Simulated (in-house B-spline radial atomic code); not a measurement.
Orbital energies and mean radii along the 9-electron series, configuration [He] 2s2 2p5. The effective charge is n√(-2ε), a non-relativistic measure. Computed with an all-electron radial atomic-structure program (B-spline basis): non-relativistic Hartree-Fock, average of the configuration, point nuclei.

This level leaves out relativity, spin-orbit splitting included, which matters for heavy ions.

```json
{"ion": "Ga22+", "Z": "31", "energy of 2s (Eh)": "-83.106", "mean radius of 2s (bohr)": "0.21433", "energy of 1s (Eh)": "-417.7", "mean radius of 1s (bohr)": "0.049321", "energy of 2p (Eh)": "-78.387", "mean radius of 2p (bohr)": "0.18507", "effective charge of 2s": "25.785"}
{"ion": "Ge23+", "Z": "32", "energy of 2s (Eh)": "-89.694", "mean radius of 2s (bohr)": "0.20694", "energy of 1s (Eh)": "-447", "mean radius of 1s (bohr)": "0.047754", "energy of 2p (Eh)": "-84.798", "mean radius of 2p (bohr)": "0.17844", "effective charge of 2s": "26.787"}
{"ion": "As24+", "Z": "33", "energy of 2s (Eh)": "-96.533", "mean radius of 2s (bohr)": "0.20003", "energy of 1s (Eh)": "-477.3", "mean radius of 1s (bohr)": "0.046283", "energy of 2p (Eh)": "-91.46", "mean radius of 2p (bohr)": "0.17228", "effective charge of 2s": "27.79"}
{"ion": "Se25+", "Z": "34", "energy of 2s (Eh)": "-103.62", "mean radius of 2s (bohr)": "0.19358", "energy of 1s (Eh)": "-508.61", "mean radius of 1s (bohr)": "0.044899", "energy of 2p (Eh)": "-98.372", "mean radius of 2p (bohr)": "0.16652", "effective charge of 2s": "28.792"}
{"ion": "Br26+", "Z": "35", "energy of 2s (Eh)": "-110.96", "mean radius of 2s (bohr)": "0.18752", "energy of 1s (Eh)": "-540.91", "mean radius of 1s (bohr)": "0.043596", "energy of 2p (Eh)": "-105.53", "mean radius of 2p (bohr)": "0.16114", "effective charge of 2s": "29.794"}
{"ion": "Kr27+", "Z": "36", "energy of 2s (Eh)": "-118.55", "mean radius of 2s (bohr)": "0.18184", "energy of 1s (Eh)": "-574.21", "mean radius of 1s (bohr)": "0.042366", "energy of 2p (Eh)": "-112.95", "mean radius of 2p (bohr)": "0.1561", "effective charge of 2s": "30.796"}
{"ion": "Rb28+", "Z": "37", "energy of 2s (Eh)": "-126.39", "mean radius of 2s (bohr)": "0.17649", "energy of 1s (Eh)": "-608.52", "mean radius of 1s (bohr)": "0.041204", "energy of 2p (Eh)": "-120.61", "mean radius of 2p (bohr)": "0.15136", "effective charge of 2s": "31.798"}
{"ion": "Sr29+", "Z": "38", "energy of 2s (Eh)": "-134.47", "mean radius of 2s (bohr)": "0.17144", "energy of 1s (Eh)": "-643.82", "mean radius of 1s (bohr)": "0.040104", "energy of 2p (Eh)": "-128.52", "mean radius of 2p (bohr)": "0.14691", "effective charge of 2s": "32.799"}
{"ion": "Zr31+", "Z": "40", "energy of 2s (Eh)": "-151.4", "mean radius of 2s (bohr)": "0.16217", "energy of 1s (Eh)": "-717.43", "mean radius of 1s (bohr)": "0.03807", "energy of 2p (Eh)": "-145.09", "mean radius of 2p (bohr)": "0.13874", "effective charge of 2s": "34.803"}
{"ion": "Nb32+", "Z": "41", "energy of 2s (Eh)": "-160.24", "mean radius of 2s (bohr)": "0.1579", "energy of 1s (Eh)": "-755.73", "mean radius of 1s (bohr)": "0.037129", "energy of 2p (Eh)": "-153.76", "mean radius of 2p (bohr)": "0.13499", "effective charge of 2s": "35.804"}
{"ion": "Mo33+", "Z": "42", "energy of 2s (Eh)": "-169.33", "mean radius of 2s (bohr)": "0.15385", "energy of 1s (Eh)": "-795.03", "mean radius of 1s (bohr)": "0.036233", "energy of 2p (Eh)": "-162.67", "mean radius of 2p (bohr)": "0.13143", "effective charge of 2s": "36.805"}
{"ion": "Tc34+", "Z": "43", "energy of 2s (Eh)": "-178.67", "mean radius of 2s (bohr)": "0.15", "energy of 1s (Eh)": "-835.34", "mean radius of 1s (bohr)": "0.035379", "energy of 2p (Eh)": "-171.83", "mean radius of 2p (bohr)": "0.12806", "effective charge of 2s": "37.807"}
{"ion": "Ru35+", "Z": "44", "energy of 2s (Eh)": "-188.26", "mean radius of 2s (bohr)": "0.14634", "energy of 1s (Eh)": "-876.64", "mean radius of 1s (bohr)": "0.034564", "energy of 2p (Eh)": "-181.24", "mean radius of 2p (bohr)": "0.12486", "effective charge of 2s": "38.808"}
{"ion": "Rh36+", "Z": "45", "energy of 2s (Eh)": "-198.1", "mean radius of 2s (bohr)": "0.14286", "energy of 1s (Eh)": "-918.94", "mean radius of 1s (bohr)": "0.033787", "energy of 2p (Eh)": "-190.9", "mean radius of 2p (bohr)": "0.12181", "effective charge of 2s": "39.809"}
{"ion": "Pd37+", "Z": "46", "energy of 2s (Eh)": "-208.19", "mean radius of 2s (bohr)": "0.13953", "energy of 1s (Eh)": "-962.25", "mean radius of 1s (bohr)": "0.033043", "energy of 2p (Eh)": "-200.82", "mean radius of 2p (bohr)": "0.11891", "effective charge of 2s": "40.81"}
{"ion": "Ag38+", "Z": "47", "energy of 2s (Eh)": "-218.52", "mean radius of 2s (bohr)": "0.13636", "energy of 1s (Eh)": "-1006.55", "mean radius of 1s (bohr)": "0.032331", "energy of 2p (Eh)": "-210.98", "mean radius of 2p (bohr)": "0.11615", "effective charge of 2s": "41.811"}
{"ion": "Cd39+", "Z": "48", "energy of 2s (Eh)": "-229.11", "mean radius of 2s (bohr)": "0.13333", "energy of 1s (Eh)": "-1051.86", "mean radius of 1s (bohr)": "0.03165", "energy of 2p (Eh)": "-221.39", "mean radius of 2p (bohr)": "0.11351", "effective charge of 2s": "42.812"}
{"ion": "In40+", "Z": "49", "energy of 2s (Eh)": "-239.95", "mean radius of 2s (bohr)": "0.13043", "energy of 1s (Eh)": "-1098.16", "mean radius of 1s (bohr)": "0.030996", "energy of 2p (Eh)": "-232.05", "mean radius of 2p (bohr)": "0.11098", "effective charge of 2s": "43.813"}
{"ion": "Sn41+", "Z": "50", "energy of 2s (Eh)": "-251.04", "mean radius of 2s (bohr)": "0.12766", "energy of 1s (Eh)": "-1145.47", "mean radius of 1s (bohr)": "0.030369", "energy of 2p (Eh)": "-242.97", "mean radius of 2p (bohr)": "0.10857", "effective charge of 2s": "44.814"}
{"ion": "Sb42+", "Z": "51", "energy of 2s (Eh)": "-262.38", "mean radius of 2s (bohr)": "0.125", "energy of 1s (Eh)": "-1193.77", "mean radius of 1s (bohr)": "0.029767", "energy of 2p (Eh)": "-254.13", "mean radius of 2p (bohr)": "0.10626", "effective charge of 2s": "45.815"}
{"ion": "Te43+", "Z": "52", "energy of 2s (Eh)": "-273.97", "mean radius of 2s (bohr)": "0.12244", "energy of 1s (Eh)": "-1243.07", "mean radius of 1s (bohr)": "0.029188", "energy of 2p (Eh)": "-265.54", "mean radius of 2p (bohr)": "0.10405", "effective charge of 2s": "46.816"}
{"ion": "I44+", "Z": "53", "energy of 2s (Eh)": "-285.81", "mean radius of 2s (bohr)": "0.12", "energy of 1s (Eh)": "-1293.38", "mean radius of 1s (bohr)": "0.028631", "energy of 2p (Eh)": "-277.2", "mean radius of 2p (bohr)": "0.10192", "effective charge of 2s": "47.817"}
```

Task: How does the screening of 2s change?

Result: Z less the effective charge goes from 5.22 at Z = 31 to 5.18 at Z = 53.
